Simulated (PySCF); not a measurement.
## Cu: interval between two levels

Cu [Ar] 3d10 4s1 [2S1/2, M_J = 1/2] → Cu [Ar] 3d10 4d1 [2D5/2, M_J = 5/2], as a difference of total energies. Computed with PySCF 2.14 in x2c-SVPall-2c with one added diffuse shell each of s, d type (6s5p4d1f, 48 functions), with the two-component X2C-1e Hamiltonian. Correlated levels: [Ne] frozen; the 6 highest virtual spinors dropped. "Screened" scales the spin-orbit matrix elements by Boettger's factors to mimic the two-electron term; Breit and QED terms are absent.

```csv
method,interval between two levels (cm⁻¹)
GHF (spin-free),45867
GMP2 (spin-free),51156
GHF (screened spin-orbit),45879
GMP2 (screened spin-orbit),51169
```

Errors of the correlated levels include the incompleteness of this basis and the frozen core.

For comparison: 49942 cm⁻¹ (measured; NIST Handbook of Basic Atomic Spectroscopic Data (Sansonetti and Martin, J. Phys. Chem. Ref. Data 34, 1559 (2005))).
